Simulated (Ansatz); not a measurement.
# Ligand exchange: SiH(NH2)2(SiH3) + GeH(CH3)2(SiH3) → Si(NH2)2(SiH3)2 + GeH2(CH3)2

Species: SiH(NH2)2(SiH3), singlet; GeH(CH3)2(SiH3), singlet; Si(NH2)2(SiH3)2, singlet; GeH2(CH3)2, singlet. The partners trade H for SiH3: Si–H and Ge–SiH3 bonds give way to Si–SiH3 and Ge–H.

Shapes, held fixed at every level: PBE0-D4/def2-TZVP. Flexible molecules stand in one conformer, not always the lowest. Programs: Ansatz 0.2.0. Electronic energies: no zero-point or thermal term.

Estimate ΔE of this reaction.

The highest level, CCSD(T)/def2-TZVPP, gives ΔE = +19.7 kJ/mol; the levels span +16.1 to +23.3. The column of differences is taken from that level and isn't an error. No measured value is set beside it here. Relativity is left out for Ge. Outer-core shells of Ge are correlated, in sets that cover them unevenly.

```json
{"level": "HF/def2-TZVPP", "kind": "Hartree–Fock", "ΔE (kJ/mol)": "+23.3", "less CCSD(T)/def2-TZVPP": "+3.6"}
{"level": "r2SCAN-D4/def2-TZVPP", "kind": "meta-GGA", "ΔE (kJ/mol)": "+16.1", "less CCSD(T)/def2-TZVPP": "-3.6"}
{"level": "B3LYP-D4/def2-TZVPP", "kind": "global hybrid", "ΔE (kJ/mol)": "+16.9", "less CCSD(T)/def2-TZVPP": "-2.8"}
{"level": "wB97M-V/def2-TZVPP", "kind": "range-separated hybrid", "ΔE (kJ/mol)": "+19.9", "less CCSD(T)/def2-TZVPP": "+0.2"}
{"level": "wB97X-V/def2-TZVPP", "kind": "range-separated hybrid", "ΔE (kJ/mol)": "+17.2", "less CCSD(T)/def2-TZVPP": "-2.5"}
{"level": "CCSD/def2-TZVPP", "kind": "coupled cluster or CI", "ΔE (kJ/mol)": "+20.9", "less CCSD(T)/def2-TZVPP": "+1.2"}
{"level": "CCSD(T)/def2-TZVPP", "kind": "coupled cluster or CI", "ΔE (kJ/mol)": "+19.7", "less CCSD(T)/def2-TZVPP": "0.0"}
```
